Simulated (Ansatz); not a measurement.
A geometry optimisation of FGeH3Zn with PBE0-D3(BJ)/pcseg-1

The starting geometry of this gas-phase singlet was optimised with GFN2-xTB.

```yaml
atoms:
  - { symbol: F, position_ang: [1.3235, -0.7202, 0.7452] }
  - { symbol: Ge, position_ang: [0.5765, -1.8633, -0.5679] }
  - { symbol: Zn, position_ang: [0.2451, 1.0155, -0.1954] }
  - { symbol: H, position_ang: [0.2065, 0.2276, -1.5397] }
  - { symbol: H, position_ang: [0.0762, 2.0479, 0.8433] }
  - { symbol: H, position_ang: [-0.9299, -1.5656, 0.0920] }
```

Q: Predict what it relaxes into with PBE0-D3(BJ)/pcseg-1.

A: New bonds form, giving a structure with F1 bridging Ge2 and Zn3, H4 bridging Zn3 and Ge2, H6 bridging Ge2 and Zn3, given below by its coordinates. Distances that change by over a tenth: Zn3–H4 (1.56 → 1.93 Å), Zn3–H6 (2.85 → 1.93 Å). Contacts that close: Ge2–Zn3 (2.92 → 2.56 Å), Ge2–H4 (2.34 → 1.69 Å).

The energy falls by 0.62 eV over 13 steps:

| step | E − E(last) (eV) |
| --- | --- |
| 1 | 0.618 |
| 2 | 0.287 |
| 4 | 0.117 |
| 5 | 0.074 |
| 6 | 0.046 |
| 8 | 0.009 |
| 9 | 0.005 |
| 10 | 0.001 |
| 12 | 0.000 |
| 13 | 0.000 |

Final geometry (Å):

```yaml
atoms:
  - { symbol: F, position_ang: [1.5292, -0.7857, 0.5891] }
  - { symbol: Ge, position_ang: [0.4279, -1.6760, -0.7493] }
  - { symbol: Zn, position_ang: [0.0927, 0.6776, 0.1926] }
  - { symbol: H, position_ang: [0.4529, -0.1675, -1.5086] }
  - { symbol: H, position_ang: [-0.1516, 2.1005, 0.7287] }
  - { symbol: H, position_ang: [-0.8531, -1.0072, 0.1250] }
```

Frequencies at the end are all real (lowest 173 cm⁻¹). Run with Ansatz 0.2.0, 38 s on 1 thread of Arm Neoverse V2 (shared host).
